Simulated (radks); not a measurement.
Q: Radial electron density D(r) = 4 pi r^2 rho(r) of an atom or ion with 33 electrons. All-electron calculation, Dirac Kohn-Sham, PBE, spin-unpolarised, spherical densities, finite nucleus; Fermi nuclear charge, rms radius of each element as measured or else 0.836 A^(1/3) + 0.57 fm. Program: a radial shooting solver on a logarithmic mesh with Libxc functionals.

```
   r/bohr * D(r) (the largest magnitude, 47.7, reaches the edge; | marks zero)
 0.006883 |           *
 0.009107 |                 *
  0.01195 |                        *
  0.01582 |                                 *
  0.02076 |                                        *
  0.02747 |                                             *
  0.03606 |                                              *
  0.04771 |                                         *
  0.06262 |                                     *
  0.08219 |                                       *
   0.1088 |                                                *
   0.1427 |                                                      *
   0.1889 |                                               *
   0.2479 |                                *
    0.328 |                           *
   0.4306 |                                 *
   0.5697 |                                 *
   0.7478 |                     *
   0.9815 |          *
    1.299 |    *
    1.705 |   *
    2.255 |  *
     2.96 |*
    3.917 *
    5.141 *
    6.803 *
    8.929 *
```

What is the nuclear charge?

A: Z = 33. The innermost maximum, from 1s, lies near gamma/Z bohr with gamma = sqrt(1 - (Z/c)^2) = 0.971, here 0.0294 bohr (found: 0.0320), and its height grows with Z. The density is that of neutral arsenic in [Ne] 3s2 3p(1/2: 2, 3/2: 4) 3d10 4s2 4p3; the configuration itself is not fixed sharply by these data, and Z only to about a unit. D(r) has 3 maxima, at r = 0.0320, 0.143, 0.493 bohr, and minima at 0.0673, 0.310 bohr, inside which lie 2.10, 10.96 electrons.
